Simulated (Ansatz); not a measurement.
Species: GeCl3, net charge 0, doublet state. It need not be the lowest isomer of its formula. SMILES: [Cl][Ge]([Cl])[Cl]
Structure (B3LYP-D3(BJ)/def2-TZVP (Ansatz, a program for electronic structure) minimum search):
```xyz
4

Ge    -0.2080    -0.3291    -0.2549
Cl     1.9194    -0.7419    -0.0750
Cl    -0.4580     1.6203    -1.1853
Cl    -1.0700    -0.2589     1.7402
```
Charge 0, spin multiplicity 2.

Parts of the frozen-core correlation energy in def2-TZVPP (Ansatz, hartree). Frozen orbitals: 29; correlated occupied orbitals by spin: 13 and 12; virtual: 132 and 133. UHF or UKS for open shells. Spin-orbit coupling is left out. Non-relativistic.

| term | value |
|---|---|
| reference (HF) | -3454.01787 |
| MP2 opposite-spin | -0.48374 |
| MP2 same-spin | -0.16774 |
| CCSD correlation | -0.70079 |
| (T) | -0.03208 |
| T1 diagnostic | 0.013 |
| largest doubles amplitude | 0.025 |
| <S^2> of the reference | 0.761 |
